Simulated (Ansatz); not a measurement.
# Changing the shape of CaF, doublet

Program: Ansatz, Gaussian basis, development build. Basis def2-SVP, nonrelativistic, 6 orbitals frozen in the corrections; active space CAS(9,8). Restricted Hartree–Fock, then the lowest state-specific CASSCF solution met for each case. Small basis; these aren't basis-limit values. On stretched bonds single-reference methods can fail or change state. Solutions in different active orbitals can move differences by tenths of an eV and at times more than 1 eV.

Case A: bond length 1.9670 Å.

Case B: bond length 3.9340 Å. A bond is stretched, to 1.69 times the sum of the covalent radii.

Energy less that of case A, in eV:

| case | RHF/ROHF | CASSCF |
| --- | --- | --- |
| B | +4.191 | +4.818 |

Task: Give the SC-NEVPT2 energies against case A.

Result: B: +4.728 eV (109.0 kcal/mol).
